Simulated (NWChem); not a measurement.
System: BH₂F; SMILES BF

```xyz
4

B      0.0000     0.0000     0.6614
H      0.0000    -1.0578     1.2202
H      0.0000     1.0578     1.2202
F      0.0000     0.0000    -0.6624
```
Atoms are numbered in this order, from 1.

Program: NWChem. Geometry optimised at B3LYP/6-31G*; all other runs use it. Pople sets run with spherical d functions. Vzz has the sign of the potential's second derivative.

```json
[
 {"quantity": "vertical, lowest excitation, singlet (eV)", "level": "PBE0/def2-SVPD, TDA", "value": "6.07"},
 {"quantity": "highest occupied level (eV)", "level": "M05-2X/def2-SVP", "value": "…"},
 {"quantity": "Vzz B1 (a.u.)", "level": "PBE0/def2-SVP", "value": "0.453"},
 {"quantity": "vertical ionisation energy, ΔSCF (eV)", "level": "PBE0/def2-SVP", "value": "…"},
 {"quantity": "first 1s excitation (eV), F K edge, unshifted", "level": "BHandHLYP/def2-TZVP, TDA", "value": "683.6"},
 {"quantity": "dipole (D)", "level": "B3LYP/6-31G*", "value": "…"},
 {"quantity": "highest harmonic frequency (cm⁻¹)", "level": "B3LYP/6-31G*", "value": "2714"}
]
```

Some entries are withheld; supply them.


- highest occupied level (eV), value: -10.85
- vertical ionisation energy, ΔSCF (eV), value: 12.42
- dipole (D), value: 0.51
